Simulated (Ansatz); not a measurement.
Wavefunction ladder for C₃H₈ClGaSi₂, SMILES `[SiH3][SiH2][C]1=C[CH2][Ga]1[Cl]`

```xyz
15

Si   -2.647   -0.927    0.419
Si   -0.991   -0.605   -1.204
C     0.536    0.021   -0.372
C     1.132    1.229   -0.467
C     2.360    1.435    0.395
Ga    1.931   -0.444    0.936
Cl    2.581   -2.046    2.187
H    -3.876   -1.531   -0.164
H    -3.009    0.376    1.043
H    -2.136   -1.829    1.488
H    -1.476    0.350   -2.243
H    -0.704   -1.908   -1.865
H     0.773    2.028   -1.122
H     3.275    1.624   -0.172
H     2.251    2.227    1.140
```

The species carries charge 0 and has multiplicity 1. Correlated methods include outer-core shells of Ga, which these sets cover unevenly. Scalar relativity is left out up to krypton. Geometry: relaxed with PBE0-D4/def2-TZVP. It is one conformer, not always the lowest. Frozen core, restricted reference, Ansatz 0.2.0.

| basis | HF (Eh) | MP2 corr. |
| --- | --- | --- |
| def2-SVP | -3078.22280 | -0.93602 |
| def2-TZVPP | -3078.96188 | -1.14016 |
| def2-QZVPP | -3079.03671 | -1.45568 |

Estimate the CCSD correlation energy and the (T) correction in each basis where they were run (hartree).


```
     basis  CCSD corr.       (T)
  def2-SVP    -1.00129  -0.03640
def2-TZVPP    -1.20551  -0.05660
```
